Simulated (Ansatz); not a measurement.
Geometry optimisation, RKS PBE0-D4/6-31G (Ansatz 0.2.0).

Input:

```yaml
crystal:
  periodic: [false, false, false]
  atoms:
    - { symbol: Al, position_ang: [0.0, 0.0, 0.0] }
    - { symbol: Cl, position_ang: [0.0, 0.0, 2.23] }
    - { symbol: "N", position_ang: [1.6627, 0.0, -0.96] }
    - { symbol: H, position_ang: [2.1293, -0.9179, -1.2118] }
    - { symbol: H, position_ang: [2.1141, 0.9179, -1.2382] }
    - { symbol: "N", position_ang: [-1.6627, 0.0, -0.96] }
    - { symbol: H, position_ang: [-2.3316, -0.8164, -0.8614] }
    - { symbol: H, position_ang: [-1.9118, 0.8164, -1.5886] }
basis:
  gaussian: { orbitals: "6-31G" }
hamiltonian:
  xc: pbe0
  dispersion: d4
relax:
  f_tol: 0.02
  max_steps: 40
output:
  orbitals: {}
```

Run as:

```bash
$ ansatz run input.yaml --threads 1 --pin off --max-ram 2048MiB --backend cpu --events-out ev --progress --plain --runs-dir out
```

Q: Where does it end, and by what steps?

A: It converged. The force dipped under the threshold on the way, but the program's further checks kept it going. Limits of this set-up: no polarisation functions. After 13 steps the energy has fallen by 1.245 eV; H4 moved furthest, 1.27 Å.

```csv
step,energy less start (eV),largest force component (eV/Å),accepted
0,0.0000,2.188,yes
1,-0.6448,1.115,yes
2,-0.8783,0.825,yes
3,-0.9809,0.946,yes
4,-1.0596,0.406,yes
5,-1.1315,0.349,yes
6,-1.1848,0.241,yes
7,-1.2126,0.268,yes
8,-1.2364,0.153,yes
9,-1.2441,0.055,yes
10,-1.2447,0.010,yes
11,-1.2447,0.073,no
12,-1.2448,0.027,yes
13,-1.2449,0.015,yes
```

```xyz
8
Properties=species:S:1:pos:R:3
Al -0.002 0.024 -0.117
Cl -0.013 0.139 2.071
N 1.580 0.100 -0.924
H 1.722 0.054 -1.921
H 2.451 0.196 -0.422
N -1.577 -0.137 -0.926
H -2.452 -0.180 -0.426
H -1.709 -0.195 -1.925
```

Time of the run: 38 s on 1 thread of AMD EPYC 7B13 (Zen 3), with other jobs on the host, peak memory 0.15 GiB.
